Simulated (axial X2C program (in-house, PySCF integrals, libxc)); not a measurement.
# Which molecule has these constants?

Computed with an in-house all-electron X2C program for linear molecules (integrals from PySCF), spin-free (one-electron X2C) or two-component (2c: spin–orbit coupling with atomic mean-field Coulomb and Gaunt terms, which also bring small scalar terms), in Dyall basis sets with cores contracted in-house; open shells are unrestricted.

A two-component CCSD(T) calculation in a Dyall 3-zeta basis gave Re = 2.235 Å, ωe = 355.7 cm⁻¹, De = 4.65 eV, Ω = 0.

Task: Which molecule is it?
A. BCl
B. AlCl
C. TlCl
D. InCl
E. GaCl

Result: E. The others have InCl 2.442 Å and 306.8 cm⁻¹ (Ω = 0); BCl 1.726 Å and 834.7 cm⁻¹ (Ω = 0); TlCl 2.512 Å and 277.0 cm⁻¹ (Ω = 0); AlCl 2.159 Å and 473.0 cm⁻¹ (Ω = 0).

Frozen shells (counts by l): GaCl Ga 3s2p1d, Cl 2s1p, 10 electrons correlated; InCl In 4s3p2d, Cl 2s1p, 10 electrons correlated; BCl Cl 2s1p, B 1s, 10 electrons correlated; TlCl Tl 5s4p2d1f, Cl 2s1p, 20 electrons correlated; AlCl Cl 2s1p, Al 2s1p, 10 electrons correlated. Coupled cluster in natural virtuals with an MP2 remainder. Where the outer core of a metal is frozen, bonds come out longer and ionisation energies lower.

Each entry is the lowest single determinant of a limited PBE0 search at one distance. De goes to single-determinant-based atoms at the same level (for ions the charge split of lowest energy) and is withheld (n/a) where an atom does not fit its ground term or J level. Main or longest-lived isotopes.
